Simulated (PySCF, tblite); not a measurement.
Rigid-rotor lines calculated for a species of formula C7H10OSi (commonest isotopes; PBE0/pcSseg-1 in PySCF (dipole) on a GFN2-xTB geometry, gas phase), labelled J(Ka,Kc):

```tsv
transition	MHz
2(1,2) ← 1(1,1)	3827.5
2(0,2) ← 1(0,1)	4025.1
1(1,1) ← 0(0,0)	3519.5
2(1,1) ← 1(1,0)	4267.7
1(0,1) ← 0(0,0)	2023.8
```

Find the rotational constants.

1(0,1) ← 0(0,0) is B + C, 2(1,1) ← 1(1,0) is 3B + C and 2(1,2) ← 1(1,1) is B + 3C, so B − C is half the difference of the last two, 220.1 MHz. 1(1,1) ← 0(0,0) is A + C. A = 2617.6, B = 1121.9, C = 901.9 MHz.

What moments of inertia, asymmetry and inertial defect follow?

I = 505379 MHz·u·Å² over each constant: Ia = 193.07, Ib = 450.45, Ic = 560.38 u·Å²; κ = (2B − A − C)/(A − C) = -0.743 (asymmetric top); Δ = Ic − Ia − Ib = -83.14 u·Å².

Which dipole components do these lines need?

μa and μb (a-type: ΔKa even, ΔKc odd; b-type: both odd). The calculation gives |μa| = 2.67 D, |μb| = 0.80 D, |μc| = 0.00 D.

Where do these fall, and of which type are they? 2(0,2) ← 1(1,1); 2(2,0) ← 2(1,1); 2(1,2) ← 1(0,1); 2(1,1) ← 2(0,2); 2(2,1) ← 2(1,2); 2(2,1) ← 1(1,0); 2(2,0) ← 1(1,1); 1(1,0) ← 1(0,1).

```json
{"transition": "1(1,0) ← 1(0,1)", "MHz": "1716", "type": "b", "branch": "Q"}
{"transition": "2(1,1) ← 2(0,2)", "MHz": "1958", "type": "b", "branch": "Q"}
{"transition": "2(0,2) ← 1(1,1)", "MHz": "2529", "type": "b", "branch": "R"}
{"transition": "2(2,0) ← 2(1,1)", "MHz": "4510", "type": "b", "branch": "Q"}
{"transition": "2(2,1) ← 2(1,2)", "MHz": "5147", "type": "b", "branch": "Q"}
{"transition": "2(1,2) ← 1(0,1)", "MHz": "5323", "type": "b", "branch": "R"}
{"transition": "2(2,1) ← 1(1,0)", "MHz": "8755", "type": "b", "branch": "R"}
{"transition": "2(2,0) ← 1(1,1)", "MHz": "8997", "type": "b", "branch": "R"}
```

Which structure gave them?

`O=CC1=C[SiH2][C@H]2C[C@@H]1C2`, point group Cs. Three constants can't fix a structure by themselves; this is the one that was computed:
```xyz
19
C7H10OSi angstrom
O      3.400   -0.033    0.031
C      2.538    0.801    0.161
C      1.093    0.550    0.103
C      0.213    1.551    0.260
Si    -1.631    1.165    0.176
C     -1.486   -0.702   -0.134
C     -0.437   -0.920   -1.237
C      0.638   -0.858   -0.136
C     -0.460   -1.269    0.862
H      2.797    1.865    0.341
H      0.586    2.552    0.430
H     -2.256    1.864   -0.950
H     -2.281    1.464    1.454
H     -2.421   -1.251   -0.236
H     -0.499   -1.911   -1.683
H     -0.365   -0.172   -2.027
H      1.500   -1.519   -0.236
H     -0.529   -2.351    0.962
H     -0.409   -0.818    1.853
```

The values belong to one conformer (point group Cs) with, in the numbering `[O:1]=[CH:2][C:3]1=[CH:4][SiH2:5][C@H:6]2[CH2:7][C@@H:8]1[CH2:9]2`, O1–C2–C3–C4 180°. Its GFN2-xTB frequencies are all real (lowest 75 cm⁻¹). Constants of a rigid frame at the computed geometry: no zero-point averaging, no centrifugal distortion.
